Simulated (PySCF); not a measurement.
CaO, SMILES [O]=[Ca].

Geometry: PBE0-D3(BJ)/def2-TZVPD.

Two levels are set side by side: PBE/def2-TZVPD (PySCF) and B3LYP/def2-TZVPD (PySCF). Same geometry, gas phase. Differences are taken from unrounded values.

```tsv
quantity	B3LYP
orbital gap (eV)	2.51
highest occupied level (eV)	-4.72
lowest empty level (eV)	-2.21
dipole moment (D)	8.72
mean polarisability (bohr³)	50.6
```

Task: What does PBE give, and how far is it from B3LYP? (Estimate from the structure and the level; the computed values follow.)

Result: 
```tsv
quantity	PBE	PBE minus B3LYP
orbital gap (eV)	1.38	-1.13
highest occupied level (eV)	-3.83	0.89
lowest empty level (eV)	-2.44	-0.23
dipole moment (D)	7.92	-0.79
mean polarisability (bohr³)	56.1	5.5
```

Without exact exchange PBE keeps part of each electron's self-repulsion, which lifts occupied levels and narrows the gap. PBE's more diffuse valence density responds more strongly to a field. Differences between two approximate levels are no errors against the true value.

Rough cost on one machine, each run with all the roots and properties that it gave: B3LYP against PBE within a factor of 2.
